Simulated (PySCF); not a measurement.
Record of a relaxation.

Species: C7H19BGaN.
Atom-mapped SMILES: `[CH3:1][B:2]([CH3:3])[C@H:4]1[CH2:5][CH2:6][GaH2-:7][N+:8]1([CH3:9])[CH3:10]` (hydrogens: H11, H12, H13 on C1; H14, H15, H16 on C3; H17 on C4; H18, H19 on C5; H20, H21 on C6; H22, H23 on Ga7; H24, H25, H26 on C9; H27, H28, H29 on C10)

Method: PBE0-D3(BJ)/def2-SVP geometry optimisation, gas phase in PySCF 2.14.0; density fitting, grid level 1; the optimiser is geomeTRIC in internal coordinates, started from a GFN2-xTB structure with every atom displaced at random (about 0.01 Å). 6 of its 12 geometries are shown. The frame can shift and turn from step to step; on so coarse a grid that alone can change the energy by a few meV, and forces under 0.02 eV/Å are noise.

Step 0: E = -62081.7829 eV, largest atomic force 2.149 eV/Å
```
atom  x, y, z in Å  |  force x, y, z in eV/Å
C1      1.498   -1.480   -0.987   -1.595   1.440   0.023
B2      1.522   -0.202   -0.052    0.586  -0.307  -0.201
C3      2.918    0.413    0.299   -0.068   0.399   0.945
C4      0.270    0.593    0.458   -1.311   0.160  -0.206
C5     -0.067    1.614   -0.672    0.113  -0.298   0.108
C6     -0.694    0.953   -1.897   -0.628   0.155   0.481
Ga7    -1.912   -0.503   -1.174    0.168   0.038  -0.395
N8     -0.978   -0.184    0.722   -0.220  -0.012   0.936
C9     -1.964    0.631    1.474    0.030   0.184  -1.754
C10    -0.709   -1.376    1.538    0.210   0.260  -0.484
H11     1.903   -2.331   -0.494    0.710  -1.108   0.589
H12     0.479   -1.724   -1.318   -0.009  -0.229   0.029
H13     2.062   -1.282   -1.887    0.652   0.065  -0.508
H14     3.649   -0.351    0.566    0.237  -0.401  -0.007
H15     3.342    0.915   -0.565    0.205   0.262  -0.630
H16     2.924    1.154    1.127   -0.128  -0.142  -0.256
H17     0.476    1.171    1.373    0.289  -0.029   0.113
H18     0.855    2.145   -0.912    0.347   0.370  -0.125
H19    -0.753    2.370   -0.271   -0.039   0.140   0.149
H20     0.084    0.558   -2.529    0.582  -0.493  -0.559
H21    -1.205    1.721   -2.503   -0.107  -0.138   0.086
H22    -1.754   -2.048   -1.479    0.259  -0.031  -0.054
H23    -3.421   -0.172   -0.910   -0.276   0.236   0.140
H24    -1.547    1.012    2.386    0.490   0.333   0.948
H25    -2.827    0.008    1.682   -0.425  -0.171   0.132
H26    -2.298    1.475    0.834    0.063  -0.306   0.385
H27    -0.302   -1.119    2.525    0.019   0.164   0.174
H28     0.015   -2.002    1.022    0.183  -0.300  -0.144
H29    -1.626   -1.945    1.664   -0.338  -0.243   0.086
```

Step 2: E = -62082.0247 eV, largest atomic force 0.103 eV/Å
```
atom  x, y, z in Å  |  force x, y, z in eV/Å
C1      1.538   -1.496   -0.908   -0.076  -0.065  -0.026
B2      1.514   -0.203   -0.016   -0.027  -0.009  -0.024
C3      2.896    0.479    0.312    0.023   0.052   0.010
C4      0.209    0.565    0.475    0.022   0.008  -0.023
C5     -0.041    1.613   -0.643   -0.017   0.024   0.009
C6     -0.644    0.971   -1.895    0.052   0.034  -0.060
Ga7    -1.928   -0.430   -1.259   -0.025  -0.013   0.032
N8     -1.047   -0.195    0.716    0.043  -0.048  -0.029
C9     -1.985    0.618    1.494    0.008   0.048   0.059
C10    -0.813   -1.454    1.421    0.010  -0.014   0.006
H11     2.037   -2.314   -0.354    0.012   0.048   0.003
H12     0.564   -1.868   -1.255    0.013   0.014  -0.004
H13     2.177   -1.319   -1.790    0.015  -0.006   0.015
H14     3.641   -0.273    0.624   -0.006   0.002   0.012
H15     3.305    0.915   -0.617   -0.012  -0.013  -0.003
H16     2.861    1.279    1.067    0.004  -0.004  -0.004
H17     0.457    1.103    1.412    0.008  -0.007   0.007
H18     0.903    2.152   -0.843    0.002  -0.001   0.007
H19    -0.725    2.386   -0.253    0.001  -0.009   0.000
H20     0.141    0.515   -2.522   -0.009  -0.021   0.032
H21    -1.127    1.739   -2.520   -0.015  -0.009   0.019
H22    -1.674   -1.953   -1.621    0.018  -0.004   0.011
H23    -3.433   -0.024   -0.960    0.009   0.014  -0.011
H24    -1.536    0.908    2.464   -0.023  -0.030  -0.023
H25    -2.905    0.048    1.678   -0.017   0.013  -0.025
H26    -2.256    1.527    0.943   -0.004  -0.016   0.007
H27    -0.381   -1.274    2.423    0.005   0.005  -0.005
H28    -0.132   -2.090    0.845   -0.014  -0.005   0.000
H29    -1.763   -1.994    1.540    0.000   0.009   0.009
```

Step 4: E = -62082.0291 eV, largest atomic force 0.079 eV/Å
```
atom  x, y, z in Å  |  force x, y, z in eV/Å
C1      1.538   -1.507   -0.895   -0.019   0.060  -0.013
B2      1.509   -0.200   -0.024    0.041  -0.022  -0.039
C3      2.891    0.499    0.277   -0.027   0.013   0.008
C4      0.209    0.563    0.479   -0.026   0.004   0.036
C5     -0.043    1.618   -0.632    0.022  -0.018  -0.003
C6     -0.630    0.975   -1.891   -0.044   0.003   0.032
Ga7    -1.920   -0.426   -1.255    0.026  -0.012  -0.009
N8     -1.046   -0.200    0.718   -0.043   0.021   0.005
C9     -1.989    0.611    1.497   -0.032  -0.028  -0.067
C10    -0.819   -1.461    1.422    0.018   0.024  -0.008
H11     2.055   -2.295   -0.320   -0.002  -0.061   0.034
H12     0.569   -1.897   -1.235    0.014  -0.005   0.002
H13     2.181   -1.342   -1.777   -0.010   0.003  -0.006
H14     3.640   -0.239    0.607   -0.003  -0.001   0.004
H15     3.288    0.906   -0.671    0.015   0.006  -0.006
H16     2.856    1.320    1.008    0.004   0.007  -0.006
H17     0.460    1.094    1.418    0.007  -0.009   0.005
H18     0.900    2.161   -0.820   -0.003   0.015  -0.003
H19    -0.734    2.385   -0.243   -0.012  -0.005   0.001
H20     0.160    0.511   -2.502    0.027  -0.007  -0.023
H21    -1.115    1.738   -2.520    0.011   0.000  -0.010
H22    -1.658   -1.951   -1.604   -0.003  -0.003  -0.003
H23    -3.424   -0.009   -0.977   -0.016   0.007   0.004
H24    -1.558    0.871    2.480    0.021   0.014   0.051
H25    -2.922    0.053    1.647    0.002  -0.005  -0.003
H26    -2.240    1.532    0.958    0.022   0.009   0.015
H27    -0.375   -1.283    2.419    0.012   0.000   0.004
H28    -0.154   -2.109    0.842    0.003  -0.005  -0.009
H29    -1.775   -1.986    1.554   -0.005  -0.003   0.007
```

Step 7: E = -62082.0324 eV, largest atomic force 0.038 eV/Å
```
atom  x, y, z in Å  |  force x, y, z in eV/Å
C1      1.543   -1.522   -0.868    0.032  -0.020  -0.003
B2      1.507   -0.188   -0.040   -0.009   0.016   0.024
C3      2.877    0.547    0.222    0.000   0.015  -0.024
C4      0.204    0.564    0.480    0.011  -0.017  -0.003
C5     -0.060    1.621   -0.625   -0.004   0.007   0.000
C6     -0.622    0.968   -1.890    0.005  -0.022   0.000
Ga7    -1.915   -0.432   -1.256   -0.001   0.008  -0.011
N8     -1.047   -0.205    0.720    0.009   0.011   0.015
C9     -1.988    0.594    1.513    0.019  -0.004   0.031
C10    -0.805   -1.467    1.417   -0.005  -0.016   0.001
H11     2.032   -2.299   -0.249   -0.019   0.024  -0.018
H12     0.576   -1.914   -1.210   -0.015   0.001  -0.005
H13     2.203   -1.399   -1.743    0.009  -0.007   0.010
H14     3.627   -0.163    0.612   -0.003  -0.004   0.005
H15     3.288    0.892   -0.745   -0.001  -0.009   0.008
H16     2.829    1.414    0.897    0.000   0.002   0.003
H17     0.463    1.086    1.423   -0.002   0.010  -0.006
H18     0.870    2.191   -0.802   -0.002  -0.004   0.000
H19    -0.776    2.368   -0.240    0.001   0.000   0.000
H20     0.182    0.505   -2.487   -0.012   0.010   0.009
H21    -1.100    1.724   -2.532    0.005   0.001  -0.008
H22    -1.655   -1.959   -1.593   -0.007   0.001  -0.004
H23    -3.420    0.000   -0.991    0.010  -0.007   0.008
H24    -1.573    0.799    2.518   -0.010  -0.004  -0.026
H25    -2.939    0.054    1.616    0.001   0.001   0.004
H26    -2.198    1.547    1.014   -0.007   0.001  -0.009
H27    -0.319   -1.290    2.395   -0.003  -0.001  -0.003
H28    -0.172   -2.124    0.813   -0.005   0.002   0.002
H29    -1.760   -1.981    1.591    0.003   0.003   0.000
```

Step 9: E = -62082.0338 eV, largest atomic force 0.049 eV/Å
```
atom  x, y, z in Å  |  force x, y, z in eV/Å
C1      1.553   -1.513   -0.866   -0.033   0.010  -0.035
B2      1.508   -0.172   -0.049    0.011  -0.002  -0.001
C3      2.872    0.576    0.203    0.004   0.009   0.002
C4      0.201    0.570    0.474    0.002  -0.016   0.017
C5     -0.077    1.619   -0.634   -0.018   0.000  -0.007
C6     -0.633    0.952   -1.895    0.006   0.028  -0.014
Ga7    -1.923   -0.442   -1.248   -0.007   0.000   0.004
N8     -1.043   -0.208    0.725    0.023  -0.008  -0.001
C9     -1.980    0.582    1.530    0.002   0.012   0.001
C10    -0.787   -1.472    1.416   -0.011  -0.002  -0.010
H11     1.993   -2.294   -0.219    0.009  -0.007   0.019
H12     0.589   -1.888   -1.238    0.012   0.005   0.003
H13     2.250   -1.420   -1.715    0.006  -0.003   0.004
H14     3.608   -0.123    0.637   -0.002   0.001   0.005
H15     3.307    0.881   -0.766    0.001  -0.003  -0.005
H16     2.815    1.466    0.847    0.000  -0.002  -0.002
H17     0.463    1.099    1.412   -0.009   0.007  -0.001
H18     0.844    2.201   -0.815    0.008  -0.004  -0.002
H19    -0.804    2.357   -0.251    0.005   0.002   0.004
H20     0.175    0.490   -2.486    0.004  -0.014   0.006
H21    -1.109    1.701   -2.547   -0.008  -0.005   0.008
H22    -1.671   -1.971   -1.586    0.004  -0.003   0.002
H23    -3.423   -0.009   -0.966   -0.004   0.002   0.000
H24    -1.562    0.775    2.535    0.008   0.004   0.006
H25    -2.932    0.044    1.629   -0.001  -0.003   0.000
H26    -2.189    1.542    1.042   -0.010  -0.009  -0.007
H27    -0.275   -1.297    2.381    0.000   0.000   0.004
H28    -0.173   -2.132    0.795   -0.001   0.001   0.003
H29    -1.740   -1.981    1.614   -0.001  -0.002  -0.002
```

Step 11: E = -62082.0345 eV, largest atomic force under 0.02 eV/Å
```
atom  x, y, z in Å  |  force x, y, z in eV/Å
C1      1.562   -1.504   -0.868   -0.006   0.015  -0.008
B2      1.511   -0.158   -0.057    0.004  -0.004  -0.014
C3      2.871    0.599    0.191   -0.003  -0.001   0.002
C4      0.200    0.573    0.468    0.002  -0.003   0.015
C5     -0.091    1.617   -0.642    0.002  -0.004  -0.001
C6     -0.650    0.943   -1.898   -0.002   0.012   0.001
Ga7    -1.933   -0.451   -1.237   -0.003  -0.004   0.007
N8     -1.037   -0.213    0.729   -0.004  -0.003  -0.011
C9     -1.972    0.574    1.540   -0.007   0.002  -0.015
C10    -0.773   -1.478    1.413   -0.003   0.005   0.000
H11     1.968   -2.284   -0.197    0.003  -0.009   0.010
H12     0.603   -1.867   -1.263    0.005  -0.002   0.002
H13     2.289   -1.433   -1.694   -0.002  -0.001  -0.002
H14     3.595   -0.091    0.660   -0.001   0.002   0.002
H15     3.324    0.874   -0.777    0.003   0.001  -0.002
H16     2.804    1.505    0.811    0.000   0.002  -0.003
H17     0.460    1.111    1.402   -0.001  -0.005   0.003
H18     0.828    2.200   -0.831    0.001   0.000  -0.001
H19    -0.818    2.353   -0.257    0.001   0.002   0.000
H20     0.157    0.476   -2.486    0.002  -0.006  -0.004
H21    -1.130    1.687   -2.553   -0.003   0.000   0.005
H22    -1.682   -1.980   -1.575    0.006  -0.001   0.004
H23    -3.431   -0.020   -0.939   -0.004   0.002  -0.006
H24    -1.544    0.776    2.539    0.005   0.006   0.008
H25    -2.917    0.026    1.654    0.003  -0.003   0.003
H26    -2.198    1.527    1.049    0.001  -0.001   0.001
H27    -0.252   -1.306    2.373    0.000   0.000   0.002
H28    -0.168   -2.137    0.784    0.003   0.001   0.001
H29    -1.725   -1.986    1.620    0.000  -0.002  -0.001
```

Task: Summarise the path.

Result: The energy falls by 24.28 kJ/mol from step 0 to step 11; nine tenths of that is first reached at step 1. It falls at every step. The largest force goes from 2.149 to under 0.02 eV/Å. Among the bonds C1–H11 changes most, from 1.064 to 1.106 Å; the atoms move by 0.195 Å rms after alignment.

The cost below is that of the whole optimisation. Time: 18 min wall; peak memory 1.2 GiB. Hardware: an Arm Neoverse N1 with one thread, shared host.
